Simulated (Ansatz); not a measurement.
A run for Ansatz (a program for electronic structure): U-wB97M-V/def2-TZVPP on MgCl, 2S+1 = 2, a spin state set in the input, which need not be the lowest, a point of a bond scan (R = 2.219 Å).

Ansatz 0.2 input:
```yaml
crystal:
  periodic: [false, false, false]
  atoms:
    - {symbol: Mg, position_ang: [0.00000000, 0.00000000, 0.00000000]}
    - {symbol: Cl, position_ang: [0.00000000, 0.00000000, 2.21920200]}
basis:
  gaussian:
    orbitals: def2-TZVPP
    pivot_positions_ang: [[0.00000000, 0.00000000, 0.00000000], [0.00000000, 0.00000000, 2.21920200]]
hamiltonian:
  xc: {name: wB97M-V}
magnetization: {spin_polarized: true, initial_magnetization: 1}
output: {forces: true, orbitals: {seedname: ./end}}
```

The log:

```
Functional definition: wB97M-V
[...]
integrals: 0.03 GiB planned
598 factors; their error is unknown
integrals: 0.06 GiB planned
134 factors; integrals over basis functions are off by at most 1.5e-5 eV
mean field: 0.39 GiB planned
mean field evaluation 1: about -17966.5097 eV, gradient 1.2e1 eV
mean field evaluation 2: about -17967.2067 eV, gradient 1.0e1 eV
mean field evaluation 4: about -17967.6564 eV, gradient 4.7e-1 eV
mean field evaluation 8: about -17967.6940 eV, gradient 4.9e-2 eV
mean field evaluation 16: about -17967.6940 eV, gradient 9.1e-5 eV
mean field -17967.69404582 eV, -660.3005772433 hartree, gradient 1.9e-5 eV, S^2 0.750786; 0 other end points of the search recorded, 0 dependent functions left out
the calculation of the forces begins
reference -17967.69408341 eV, -660.3005786249 hartree; 15, 14 occupied and 59, 60 virtual orbitals, 598 factors
Total energy: -17967.69408341 eV, -660.3005786249 hartree
Atom 0 at     0.000000     0.000000     0.000000 Å, force    -0.000000    -0.000000     0.015796 eV/Å
Atom 1 at     0.000000     0.000000     2.219202 Å, force    -0.000000    -0.000000    -0.015796 eV/Å
Dipole moment:     0.000000     0.000000    -0.766680 e Å
```

The calculation finished and met its thresholds.

Cost: around 6 core-seconds (rough).
